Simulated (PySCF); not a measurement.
**Correlation energy of Xe (xenon, neutral)**

[Kr] 4d10 5s2 5p5 6s1, high-spin 3P determinant (an excited configuration). Computed with PySCF 2.14 in aug-cc-pVDZ-PP with ECP28MDF, with scalar relativity through the core potential. Frozen: 4s2 4p6 4d10; 8 electrons correlated.

MP2 pair energies summed by pair of shells (mhartree):

| pair | energy | share (%) |
| --- | --- | --- |
| 5p-5p | -55.96 | 57.9 |
| 5s-5p | -20.77 | 21.5 |
| 5p-6s | -13.70 | 14.2 |
| 5s-5s | -4.23 | 4.4 |
| 5s-6s | -2.00 | 2.1 |

Total MP2 correlation energy: -96.66 mhartree.

Same-spin part -28.53 and opposite-spin part -68.13 mhartree; SCS-MP2 scales them by 1/3 and 6/5 to -91.26 mhartree.
